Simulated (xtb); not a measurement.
xtb input (GFN2-xTB):

```bash
xtb mol.xyz --gfn 2 --sp --chrg 0 --uhf 0
```
mol.xyz:
```
4

B     -0.01579509     0.40555182    -0.00301507
Cl    -0.08349558     2.14381667    -0.01593818
Br     1.67383269    -0.48534880    -0.00895730
Br    -1.63102126    -0.61386955     0.01712943
```

Output:

```
           -------------------------------------------------
          |                Calculation Setup                |
           -------------------------------------------------

           -------------------------------------------------
          |                 G F N 2 - x T B                 |
           -------------------------------------------------

        Reference                      10.1021/acs.jctc.8b01176
      * Hamiltonian:
        H0-scaling (s, p, d)           1.850000    2.230000    2.230000
        zeta-weighting                 0.500000
      * Dispersion:
        s8                             2.700000
        a1                             0.520000
        a2                             5.000000
        s9                             5.000000
      * Repulsion:
        kExp                           1.500000    1.000000
        rExp                           1.000000
      * Coulomb:
        alpha                          2.000000
        third order                    shell-resolved
        anisotropic                    true
        a3                             3.000000
        a5                             4.000000
        cn-shift                       1.200000
        cn-exp                         4.000000
        max-rad                        5.000000

          ...................................................
          :                      SETUP                      :
          :.................................................:
          :  # basis functions                  34          :
          :  # atomic orbitals                  31          :
          :  # shells                           11          :
          :  # electrons                        24          :
          :  max. iterations                   250          :
          :  Hamiltonian                  GFN2-xTB          :
          :  restarted?                      false          :
          :  GBSA solvation                  false          :
          :  PC potential                    false          :
          :  electronic temp.          300.0000000     K    :
          :  accuracy                    1.0000000          :
          :  -> integral cutoff          0.2500000E+02      :
          :  -> integral neglect         0.1000000E-07      :
          :  -> SCF convergence          0.1000000E-05 Eh   :
          :  -> wf. convergence          0.1000000E-03 e    :
          :  Broyden damping             0.4000000          :
          :  net charge                          0          :
          :  unpaired electrons                  0          :
          ...................................................

 iter      E             dE          RMSdq      gap      omega  full diag
   1    -13.6738261 -0.136738E+02  0.103E+01    6.18       0.0  T
   2    -13.6970445 -0.232183E-01  0.131E+01    2.12       1.0  T
   3    -14.0491227 -0.352078E+00  0.557E+00    3.55       1.0  T
   4    -14.0399947  0.912793E-02  0.305E+00    3.38       1.0  T
   5    -14.0572717 -0.172769E-01  0.142E+00    3.78       1.0  T
   6    -14.0580363 -0.764684E-03  0.797E-01    3.83       1.0  T
   7    -14.0585433 -0.506935E-03  0.387E-01    3.86       1.0  T
   8    -14.0585115  0.317444E-04  0.307E-01    3.81       1.0  T
   9    -14.0587544 -0.242824E-03  0.210E-01    3.86       1.0  T
  10    -14.0587891 -0.347495E-04  0.834E-02    3.86       1.0  T
  11    -14.0587854  0.374030E-05  0.482E-02    3.87       1.0  T
  12    -14.0587909 -0.549979E-05  0.906E-03    3.86       5.5  T
  13    -14.0587912 -0.300218E-06  0.262E-03    3.86      19.1  T
  14    -14.0587912 -0.252614E-07  0.961E-04    3.86      52.0  T
  15    -14.0587912 -0.269922E-08  0.298E-04    3.86     167.7  T

   *** convergence criteria satisfied after 15 iterations ***

         #    Occupation            Energy/Eh            Energy/eV
      -------------------------------------------------------------
         1        2.0000           -1.1000222             -29.9331
       ...           ...                  ...                  ...
         6        2.0000           -0.5311276             -14.4527
         7        2.0000           -0.5154464             -14.0260
         8        2.0000           -0.4709804             -12.8160
         9        2.0000           -0.4703535             -12.7990
        10        2.0000           -0.4610326             -12.5453
        11        2.0000           -0.4581004             -12.4655
        12        2.0000           -0.4539223             -12.3519 (HOMO)
        13                         -0.3120276              -8.4907 (LUMO)
        14                         -0.1580207              -4.3000
        15                         -0.1366462              -3.7183
        16                         -0.0877258              -2.3871
        17                         -0.0320902              -0.8732
       ...                                ...                  ...
        31                          0.7402985              20.1445
      -------------------------------------------------------------
                  HL-Gap            0.1418947 Eh            3.8612 eV
             Fermi-level           -0.3829749 Eh          -10.4213 eV

 SCC (total)                   0 d,  0 h,  0 min,  0.004 sec
 SCC setup                      ...        0 min,  0.000 sec (  1.267%)
 Dispersion                     ...        0 min,  0.000 sec (  0.473%)
 classical contributions        ...        0 min,  0.000 sec (  0.232%)
 integral evaluation            ...        0 min,  0.001 sec ( 15.417%)
 iterations                     ...        0 min,  0.003 sec ( 60.102%)
 molecular gradient             ...        0 min,  0.001 sec ( 21.338%)
 printout                       ...        0 min,  0.000 sec (  0.951%)

         :::::::::::::::::::::::::::::::::::::::::::::::::::::
         ::                     SUMMARY                     ::
         :::::::::::::::::::::::::::::::::::::::::::::::::::::
         :: total energy             -14.039033639366 Eh    ::
         :: gradient norm              0.018302520657 Eh/a0 ::
         :: HOMO-LUMO gap              3.861152440688 eV    ::
         ::.................................................::
         :: SCC energy               -14.058790761148 Eh    ::
         :: -> isotropic ES            0.043400833213 Eh    ::
         :: -> anisotropic ES         -0.001203772995 Eh    ::
         :: -> anisotropic XC         -0.020767191427 Eh    ::
         :: -> dispersion             -0.003658226257 Eh    ::
         :: repulsion energy           0.019757121782 Eh    ::
         :: add. restraining           0.000000000000 Eh    ::
         :: total charge              -0.000000000000 e     ::
         :::::::::::::::::::::::::::::::::::::::::::::::::::::

           -------------------------------------------------
          |                Property Printout                |
           -------------------------------------------------

    * Orbital Energies and Occupations

         #    Occupation            Energy/Eh            Energy/eV
      -------------------------------------------------------------
         1        2.0000           -1.1000222             -29.9331
         2        2.0000           -0.8742248             -23.7889
         3        2.0000           -0.8657663             -23.5587
         4        2.0000           -0.5771067             -15.7039
         5        2.0000           -0.5330645             -14.5054
         6        2.0000           -0.5311276             -14.4527
         7        2.0000           -0.5154464             -14.0260
         8        2.0000           -0.4709804             -12.8160
         9        2.0000           -0.4703535             -12.7990
Note: The following floating-point exceptions are signalling: IEEE_UNDERFLOW_FLAG IEEE_DENORMAL
normal termination of xtb
        10        2.0000           -0.4610326             -12.5453
        11        2.0000           -0.4581004             -12.4655
        12        2.0000           -0.4539223             -12.3519 (HOMO)
        13                         -0.3120276              -8.4907 (LUMO)
        14                         -0.1580207              -4.3000
        15                         -0.1366462              -3.7183
        16                         -0.0877258              -2.3871
        17                         -0.0320902              -0.8732
        18                         -0.0319645              -0.8698
        19                         -0.0304465              -0.8285
        20                         -0.0286278              -0.7790
        21                         -0.0112148              -0.3052
        22                         -0.0047025              -0.1280
        23                         -0.0034960              -0.0951
       ...                                ...                  ...
        31                          0.7402985              20.1445
      -------------------------------------------------------------
                  HL-Gap            0.1418947 Eh            3.8612 eV
             Fermi-level           -0.3829749 Eh          -10.4213 eV

     #   Z          covCN         q      C6AA      α(0)
     1   5 B        2.519     0.446    16.492     7.043
     2  17 Cl       1.040    -0.191   105.163    15.689
     3  35 Br       1.129    -0.128   188.567    22.141
     4  35 Br       1.129    -0.128   188.567    22.141

 Mol. C6AA /au·bohr⁶  :       1744.072329
 Mol. C8AA /au·bohr⁸  :      96189.875934
 Mol. α(0) /au        :         67.014504

Wiberg/Mayer (AO) data.
largest (>0.10) Wiberg bond orders for each atom

 ---------------------------------------------------------------------------
     #   Z sym  total        # sym  WBO       # sym  WBO       # sym  WBO
 ---------------------------------------------------------------------------
     1   5 B    3.436 --     2 Cl   1.159     3 Br   1.139     4 Br   1.139
     2  17 Cl   1.268 --     1 B    1.159
     3  35 Br   1.240 --     1 B    1.139
     4  35 Br   1.240 --     1 B    1.139
 ---------------------------------------------------------------------------

Topologies differ in total number of bonds
Writing topology from bond orders to xtbtopo.mol

molecular dipole:
                 x           y           z       tot (Debye)
 q only:        0.006      -0.165       0.001
   full:       -0.049       1.263      -0.009       3.213
molecular quadrupole (traceless):
                xx          xy          yy          xz          yz          zz
 q only:       -0.921       0.038      -1.897       0.028       0.036       2.819
  q+dip:      -11.065      -0.554       3.161       0.148       0.041       7.904
   full:      -10.880      -0.532       2.796       0.148       0.045       8.084

           -------------------------------------------------
          | TOTAL ENERGY              -14.039033639366 Eh   |
          | GRADIENT NORM               0.018302520657 Eh/α |
          | HOMO-LUMO GAP               3.861152440688 eV   |
           -------------------------------------------------

------------------------------------------------------------------------
------------------------------------------------------------------------
 total:
 SCF:
```
